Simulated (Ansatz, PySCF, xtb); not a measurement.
Breaking the Cd1–H2 bond in CH4Cd (SMILES [CH3][CdH]) (multiplicity 1 held, fragments rigid). Energies count from the point at 1.682 Å.
Geometry at that point (charge 0, multiplicity 1):
```xyz
6

Cd    -0.2807    -0.1510    -0.0414
H     -1.7499    -0.9416    -0.2582
C      1.5814     0.8509     0.2333
H      2.0312     0.5593     1.1828
H      1.4329     1.9311     0.2353
H      2.2707     0.5954    -0.5719
```

Active spaces are followed from a long bond inwards. Curves can end on different states.

Frozen-core correlation. Rows in 3-21G carry no dispersion term and start afresh at each structure; the Pople sets are all-electron and without relativity.

Programs: Ansatz (a first-principles code); PySCF for 3-21G rows; xtb for the GFN methods. Each number belongs to the level named beside it. In def2 rows elements past Kr take small-core potentials, without spin–orbit coupling. The GFN methods have no spin term and hold the electronic entropy of 300 K.

Task: Estimate the energy at R = 5.384 Å that R-HF/3-21G returns for this input.

Result: 133.1 kcal/mol

Task: Predict the energy at R = 5.384 Å from CASSCF(2,2)/def2-TZVPP.

Result: 64.1 kcal/mol

Task: Give the energy at R = 5.384 Å at the level GFN2-xTB.

Result: 82.0 kcal/mol

Doubts at one or more of the structures used: a restricted determinant that unrestricted orbitals would lower (R-HF/3-21G).
